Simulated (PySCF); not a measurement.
C4H5O3S (charge -1).
Bonds: C1–C2 (triple), C2–C3, C3–C4, C4–S5, S5–O6 (double), S5–O7 (double), S5–O8. Hydrogens: H9 on C1; H10, H11 on C3; H12, H13 on C4.

The calculation used PBE0-D3(BJ)/def2-SVP geometry optimisation, gas phase in PySCF 2.14.0.

(1) What internal coordinates does the optimisation give?

Results:

(1) 
```tsv
bond	length (bohr)	order
C1≡C2	2.294	triple
C2–C3	2.750	single
C3–C4	2.878	single
C4–S5	3.444	single
S5=O6, S5=O7, S5–O8	2.797	double/single
C1–H9	2.027	single
C3–H10, C3–H11	2.085	single
C4–H12, C4–H13	2.078	single
```

Bonds in one row agree within 0.02 bohr and their mean is given. Orders are formal, as drawn. A selection of angles:
```tsv
angle	degrees
C1–C2–C3	179.6
C2–C3–C4	115.0
C3–C4–S5	109.3
C4–S5–O6	103.3
O6–S5–O7	114.7
O6–S5–O8	114.1
```

Dihedral angles: C2–C3–C4–S5 -179° (antiperiplanar); C3–C4–S5–O6 60° (synclinal).

S5 (sulfonyl sulfur) is distorted tetrahedral (angles from 103.3° to 114.9°). The 3 C–C bonds span 1.214 Å (C1≡C2, drawn triple) to 1.523 Å (C3–C4, drawn single), a spread of 0.309 Å. Of the pairs four or more bonds apart, O6···H10 is among the closest relative to their van der Waals radii: 2.56 Å, 94 % of the sum of Bondi's values.

Point group: Cs (every atom within 0.08 Å of its image). No frequency check. The geometry's basis has no diffuse functions, a weakness for an anion.

One conformer stands for the species.
